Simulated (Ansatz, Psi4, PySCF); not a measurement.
F2 (SMILES FF), singlet, geometry from GFN2-xTB. Base run: PySCF with MP2/6-31G*.

Here is a job for PySCF.
```python
from pyscf import gto, scf, mp

mol = gto.Mole()
mol.atom = '''
    F    -0.00000000   -0.00000000   -0.70158239
    F     0.00000000    0.00000000    0.70158239
'''
mol.basis = '6-31g*'
mol.verbose = 4
mol.build()

mf = scf.RHF(mol)
mf.kernel()

pt = mp.MP2(mf)
pt.kernel()
print('E(MP2) = %.10f' % pt.e_tot)
```

The same geometry, method and basis name were run in Ansatz (an electronic-structure program) and Psi4 and PySCF, at each program's defaults and at the settings that a row names. The base is PySCF at its defaults. Differences at the defaults can come from grids, fitting, cores and function types together.

```csv
code and settings,ΔE vs base (µEh),basis functions,E (Eh),SCF cycles
"PySCF, defaults (exact integrals, spherical functions, all electrons correlated)",0.0,28,-199.03238,7
"Psi4, defaults (density fitting with its default set, Cartesian functions, all electrons correlated)",?,30,?,9
"Ansatz, defaults (factorised integrals, Cartesian functions, frozen core)",-2293,30,-199.03467,-
"PySCF, frozen core",2946,28,-199.02944,7
"Psi4, exact integrals, spherical functions, frozen core",2946,28,-199.02944,9
"Ansatz, high accuracy, frozen core, Cartesian functions as the basis file defines them",-2298,30,-199.03468,-
```

### Question
Some entries are withheld; supply them.

### Answer

- Psi4, defaults (density fitting with its default set, Cartesian functions, all electrons correlated), ΔE vs base (µEh): -6457
- Psi4, defaults (density fitting with its default set, Cartesian functions, all electrons correlated), E (Eh): -199.03884
